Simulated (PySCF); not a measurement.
Calculated properties of `CS[Si@@]1(C)CC[C@@H]1C#N`

C₆H₁₁NSSi.
Numbering: `[CH3:1][S:2][Si@@:3]1([CH3:4])[CH2:5][CH2:6][C@@H:7]1[C:8]#[N:9]` (hydrogens: H10, H11, H12 on C1; H13, H14, H15 on C4; H16, H17 on C5; H18, H19 on C6; H20 on C7)

Structure used (PBE0-D3(BJ)/def2-SVP), in Å, numbered top down from 1:
```
atom  x, y, z in Å
C1     3.2336   -0.1177    0.0380
S2     1.8669   -1.0121    0.8477
Si3    0.1389   -0.1716   -0.0918
C4     0.3861    1.6103   -0.5923
C5    -0.8960   -1.2094   -1.2898
C6    -2.1382   -0.8143   -0.4527
C7    -1.4737   -0.4465    0.9113
C8    -2.0434    0.6430    1.6608
N9    -2.4830    1.5582    2.2217
H10    3.1532    0.9664    0.1937
H11    3.2891   -0.3407   -1.0362
H12    4.1564   -0.4723    0.5161
H13    1.1504    1.7160   -1.3768
H14    0.6822    2.2170    0.2771
H15   -0.5618    2.0139   -0.9807
H16   -0.6617   -2.2799   -1.1821
H17   -0.9393   -0.9651   -2.3602
H18   -2.6258    0.0784   -0.8733
H19   -2.9094   -1.5953   -0.3645
H20   -1.3685   -1.3368    1.5528
```

Some functional groups and rings: nitrile and C–Si bond.

From PBE0-D3(BJ)/def2-SVP geometry optimisation, gas phase (PySCF):

| Item | Value |
| --- | --- |
| Point group | C1 |
| Rotational constants A, B, C | 1.764, 0.768, 0.692 GHz |

B3LYP/def2-SVPD ground state, ΔSCF and vertical TDDFT (core frozen in the response) (PySCF):

| Property | Result |
| --- | --- |
| Dipole moment | 5.04 D |
| HOMO energy | -6.90 eV |
| LUMO energy | -0.53 eV |
| HOMO–LUMO gap | 6.37 eV |
| Lowest singlet excitation | 5.29 eV (234 nm, f = 0.006) |
| Strongest line among the 10 lowest singlet transitions | S2 at 6.10 eV (203 nm, f = 0.036) |
| Lowest triplet excitation (Tamm–Dancoff) | 4.95 eV |
| Static isotropic polarisability | 121.4 au |
| Vertical ionisation energy | 8.90 eV |
| Electronic spatial extent ⟨r²⟩ about the centre of nuclear charge | 1841 bohr² |

PBE0/pcSseg-1 ground state and GIAO shieldings, non-relativistic (PySCF):

| Item | Value |
| --- | --- |
| Lowest Hirshfeld atomic charge | -0.25 e on N9 |
| Highest Hirshfeld atomic charge | +0.37 e on Si3 |
| 13C chemical shifts (computed TMS as zero) by class | 124.6 (C8), 24.2 (C6), 20.5 (C5), 18.6 (C7), 12.8 (C1), -4.5 (C4) ppm |
| 1H chemical shifts (computed TMS as zero) by class | 2.50 (H19), 1.98 (H20), 1.94 (H10/H11/H12), 1.78 (H18), 1.19 (H16), 1.17 (H17), 0.66 (H13/H14/H15) ppm |
| Isotropic shieldings of nuclei other than C and H, by class | -37 (N9), 318 (Si3), 650 (S2) ppm |
| Mayer bond orders between heavy atoms | C1–S2 0.99, S2–Si3 1.03, Si3–C4 1.00, Si3–C5 0.91, C5–C6 1.01, C6–C7 0.96, C7–C8 1.03, C8–N9 3.04, C7–Si3 0.78 |

Monoisotopic mass from the formula: 157.0381 u.

The vertical singlet–triplet gap S1 − T1 is 0.34 eV (TDDFT singlet less Tamm–Dancoff triplet; S1: HOMO→LUMO, weight 0.96; T1: HOMO→LUMO, weight 0.90). The largest Löwdin shares of the LUMO are 0.33 on S2, 0.15 on Si3, 0.14 on C1 and 0.06 on H11. The ΔSCF ionisation energy exceeds −ε(HOMO) by 2.00 eV with B3LYP. In atomic units the dipole is 1.98 e·bohr (1 au = 2.5417 D). The principal polarisabilities are 104.4, 116.8 and 142.9 au; their mean is the isotropic value. The 10 singlets span 5.29 to 7.07 eV, and their oscillator strengths add up to 0.17.

One conformer (not necessarily the lowest) at the PBE0-D3(BJ)/def2-SVP geometry, without solvent or vibrations. NMR classes are plain means over equivalent atoms (diastereotopic ones count apart unless rotation or inversion swaps them), as if these changed places fast; in this geometry the members of some classes differ.
